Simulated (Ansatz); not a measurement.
GeF2, SMILES [F][Ge][F] (connectivity only; charge and spin as stated), neutral, multiplicity 1.

Geometry optimised at B3LYP-D3(BJ)/def2-TZVP. The isomer is the one that the SMILES or the coordinates give; other isomers of the formula were not compared.

Two levels are set side by side: PBE/def2-TZVPD (Ansatz, a quantum-chemistry and plane-wave program) and PBE0/def2-TZVPD (Ansatz). Energy differences of separate SCF runs at the same geometry; the states with an electron removed or added have multiplicity 2 and 2. Differences are taken from unrounded values.

```csv
quantity,PBE0,PBE,PBE minus PBE0
vertical ionisation energy (eV),11.66,11.48,-0.17
vertical electron affinity (eV),0.60,0.47,-0.13
vertical singlet–triplet gap (eV),3.58,3.68,0.09
```
